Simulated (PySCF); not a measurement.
O₂Se, SMILES O=[Se]=O. Coordinates come from a PBE0-D3(BJ)/def2-TZVP optimisation.

These are PBE0-D3(BJ)/def2-TZVP (PySCF 2.14.0) values and carry that method's errors.

Harmonic wavenumbers (cm⁻¹): 383, 1012, 1052. Rotational constants (GHz): 29.10, 8.802, 6.758; symmetry number 2.

**Question.** Work out the zero-point energy and the ideal-gas rigid-rotor harmonic-oscillator thermochemistry at 298.15 K and 1 atm.

**Answer.** ZPE = ½ Σ hcν = ½ × 2447 cm⁻¹ = 3.50 kcal/mol. H − E(el) = 6.11 kcal/mol. Entropy in cal/(mol K): translation 40.03, rotation 21.37, vibration 1.19, total 62.59. G − E(el) = -12.55 kcal/mol. Cp = 10.14 cal/(mol K).
